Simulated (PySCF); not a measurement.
Assignment exercise: C$_{3}$H$_{8}$F$_{2}$O$_{2}$Si$_{3}$

Atoms are numbered as in `[O:1]=[C:2]([OH:3])[C:4]([F:5])([F:6])[Si@@H:7]1[CH2:8][SiH2:9][SiH2:10]1`; H(Xn) means a hydrogen on atom n. Ha(C8), Ha(Si9), Ha(Si10) are cis to C4 on the ring; Hb(C8), Hb(Si9), Hb(Si10) are trans to C4 on the ring.

PySCF 2.14 calculation with coordinates at the GFN2-xTB level and NMR shieldings at PBE0/pcSseg-1/GIAO; one computed conformer, non-relativistic, gas phase.

References, each an isolated molecule treated in the same way: ¹³C, ¹H vs TMS.

**Question.** Assign these signals to the numbered atoms. ¹³C{¹H} NMR (computed): δ 171.3 (C), 128.1 (C), -0.2 (CH2).

**Answer.** 
| δ (ppm) | atoms | environment | reason |
| --- | --- | --- | --- |
| 171.3 | C2 | carboxylic acid carbon | lone-pair donation from the attached heteroatom keeps it upfield of a ketone carbonyl |
| 128.1 | C4 | fully substituted sp3 carbon bonded to 2 F and Si, α to a carbonyl | 2 electronegative neighbours deshield it |
| -0.2 | C8 | sp3 CH2 bonded to 2 Si | an electropositive neighbour leaves it electron-rich and shielded |

**Question.** Assign these signals to the numbered atoms. ¹H NMR (400 MHz, computed): δ 6.49 (br s, 1H), 5.10 (m, 1H), 4.74 (m, 1H), 4.72 (m, 1H), 4.70 (m, 1H), 4.60 (m, 1H), 1.03 (m, 1H), 0.70 (m, 1H).

**Answer.** 
6.49 → H(O3), hydrogen on an acid hydroxyl oxygen: labile proton, position sensitive to the medium
5.10 → H(Si7), hydrogen on a silicon bonded to 2 C, Si, in a 4-membered ring
4.74 → Ha(Si9), hydrogen on a silicon bonded to C, Si, in a 4-membered ring
4.72 → Ha(Si10), hydrogen on a silicon bonded to 2 Si, in a 4-membered ring
4.70 → Hb(Si9), hydrogen on a silicon bonded to C, Si, in a 4-membered ring
4.60 → Hb(Si10), hydrogen on a silicon bonded to 2 Si, in a 4-membered ring
1.03 → Ha(C8), hydrogen on an sp3 CH2 bonded to 2 Si
0.70 → Hb(C8), hydrogen on an sp3 CH2 bonded to 2 Si: an electropositive neighbour shields it, as in TMS itself

Ha(Si9) and Ha(Si10); Ha(Si10) and Hb(Si9); Hb(Si9) and Hb(Si10) lie closer than the usual error of such a calculation, so a measured spectrum could show them in the other order.

Exchangeable OH/NH protons stand at their gas-phase positions; hydrogen bonding in a real sample shifts them, mostly to higher δ. Splittings by ¹⁹F in the carbon and heteronuclear signals aren't shown, as no couplings were computed. Shifts are as computed. Against solution values, carbons near 30 ppm lie about +3 ppm off and those near 130 ppm about +5 ppm. Of 1211 compounds with measured shifts, 218 miss one by over three times the rms of a fit or turn the order of signals round; such compounds aren't used in these exercises. Hydrogen bonding in solution deshields acid and N–H amide carbonyl carbons by as much as 10 ppm beyond these values. No couplings were computed; multiplicities are counted from neighbouring protons, with m where these are inequivalent, close in shift, in a saturated or five-membered ring or joined by F or P, and br s for small geminal =CH2 splittings.
